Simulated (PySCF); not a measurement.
# Bond length, frequency and bond energy of CsO by level of theory

State: ²Π (doublet), unpaired electrons π ↑. Set-up: Cs def2-SVP with ECP46, O def2-SVP; scalar-relativistic core potentials (PySCF 2.14). De refers to Cs + O in their high-spin ground configurations, without counterpoise correction. The functionals are run spin-unrestricted. A positive dipole means Cs(−)O(+).

```
      Level  Re (Å)  ωe (cm⁻¹)  De (eV)  μ (D)  CPU s a point (SCF and correlation, without the integrals)
        UHF   2.602        344     0.81  -9.48                                                        0.18
    UHF-MP2   2.593        346     2.07    n/a                                                        0.24
UHF-SCS-MP2   2.597        345     2.06    n/a                                                         n/a
   UHF-CCSD   2.597        344     1.92    n/a                                                         n/a
UHF-CCSD(T)   2.599        342     1.98    n/a                                                         3.9
        LDA   2.523        360     3.31  -7.13                                                        0.33
        PBE   2.576        333     2.90  -7.43                                                        0.71
       PW91   2.574        335     2.97  -7.44                                                        0.38
     r²SCAN   2.576        340     2.76  -8.06                                                        0.96
       PBE0   2.557        352     2.56  -8.18                                                         0.7
      B97-3   2.574        345     2.70  -8.38                                                        0.38
      ωB97X   2.567        355     2.82  -8.69                                                        0.47
```

The bond length runs from 2.523 Å (LDA) to 2.602 Å (UHF). De spans 0.81 eV (UHF, mean field) to 3.31 eV (LDA, local density). Correlation at CCSD(T) changes the Hartree–Fock bond energy by +1.17 eV; the triples alone change it by +0.06 eV.

Correlated steps freeze 1 core orbital. Correlated levels converge slowly with the basis: in double zeta they bind strong bonds too weakly, by up to about 1 eV, and carry superposition errors of some tenths. Spin–orbit coupling is left out, which matters for elements this heavy, above all for dissociation energies. The state is the lowest determinant that a PBE0 search found; another state may lie lower at other levels.

The whole job (state search and all levels along the bond) took about 1.6 min on 1 thread of Intel Xeon Platinum 8175M @ 2.50GHz (shared host), peak memory 0.44 GiB.
